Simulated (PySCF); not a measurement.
**What builds the third ionisation energy along the 4d series**

Calculated with PySCF 2.14 from differences of total energies of unrestricted determinants, without spin-orbit coupling. Each column adds one step, in eV (sums use unrounded values): valence MP2, valence CCSD, valence triples, then the next inner shell at CCSD(T) (Zr 4s 4p, Nb 4s 4p, Mo 4s 4p, Tc 4s 4p, Ru 4s 4p, Rh 4s 4p, Pd 4s 4p, Ag 4s 4p, Cd 4s 4p). References (NIST) marked * lie between the lowest fine-structure levels; the others compare directly ((s) semi-empirical, (t) theoretical).

```
                                              element     UHF  + MP2  + CCSD  + (T)  + inner shell     sum           reference
 Zr [Kr] 4d2 → [Kr] 4d1 (ANO-RCC-VTZP, spin-free X2C)  22.395  0.102   0.032  0.000          0.435  22.964        23.170 (s) *
 Nb [Kr] 4d3 → [Kr] 4d2 (ANO-RCC-VTZP, spin-free X2C)  24.286  0.315   0.066  0.003          0.387  25.057         25.04 (s) *
 Mo [Kr] 4d4 → [Kr] 4d3 (ANO-RCC-VTZP, spin-free X2C)  26.084  0.539   0.064  0.009          0.316  27.011  27.13 ± 0.12 (s) *
 Tc [Kr] 4d5 → [Kr] 4d4 (ANO-RCC-VTZP, spin-free X2C)  28.854  0.646   0.038  0.014          0.159  29.710         29.55 (s) *
 Ru [Kr] 4d6 → [Kr] 4d5 (ANO-RCC-VTZP, spin-free X2C)  26.560  1.231   0.000  0.042          0.076  27.909         28.47 (s) *
 Rh [Kr] 4d7 → [Kr] 4d6 (ANO-RCC-VTZP, spin-free X2C)  29.351  1.318  -0.062  0.050         -0.036  30.620         31.06 (s) *
 Pd [Kr] 4d8 → [Kr] 4d7 (ANO-RCC-VTZP, spin-free X2C)  31.222  1.613  -0.158  0.064         -0.043  32.698         32.93 (s) *
 Ag [Kr] 4d9 → [Kr] 4d8 (ANO-RCC-VTZP, spin-free X2C)  32.982  1.687  -0.186  0.072         -0.002  34.554    34.8 ± 0.3 (s) *
Cd [Kr] 4d10 → [Kr] 4d9 (ANO-RCC-VTZP, spin-free X2C)  35.932  1.727  -0.252  0.076         -0.100  37.383    37.468 ± 0.006 *
```

What remains against the references is mostly basis incompleteness and, for starred values, spin-orbit coupling.

These are valence bases, so the inner-shell step is incomplete.
